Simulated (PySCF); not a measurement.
Run record: geometry optimisation, [OsNCl4]-, `[N]#[Os-]([Cl])([Cl])([Cl])[Cl]`.

Computed with PBE0-D3(BJ)/def2-SVP geometry optimisation, gas phase, def2 core potentials past Kr (PySCF 2.14.0). Start geometry: GFN2-xTB. A driver script takes a list of jobs; this job's settings line and coordinates (Å) are shown.

Input:
```
{"job": {"xc": "PBE0", "basis": "def2-SVP", "d3": "d3bj", "grid": 1, "maxiter": 40, "kind": "geom"}, "charge": -1, "multiplicity": 1}
Os    -0.000350     0.000240     0.096980
N      0.001240    -0.006140     1.762790
Cl     2.205050     0.011990    -0.465910
Cl    -0.010680     2.208030    -0.458010
Cl    -2.207250    -0.010540    -0.463180
Cl     0.012000    -2.203570    -0.472660
```

Output:
```
step   0  E = -1985.18946815  max force = 0.088025
step   1  E = -1985.19734132  max force = 0.039735
step   2  E = -1985.19811950  max force = 0.013246
step   3  E = -1985.19829353  max force = 0.001617
step   4  E = -1985.19829677  max force = 0.000156
optimisation converged
```

Energies in Eh; «max force» is the largest Cartesian gradient component in Eh/bohr.

How much energy does the optimisation release, in kcal/mol?

E(step 0) − E(last step) = 0.008829 Eh, which is 5.5 kcal/mol.

Summary of the converged run: final energy -1985.19830 Eh after 4 steps.

How long does this job take on x86-64 server, one thread, on a shared host?

About 31 s.
Labels such as C1 count atoms from 1, the log's own numbers from 0.
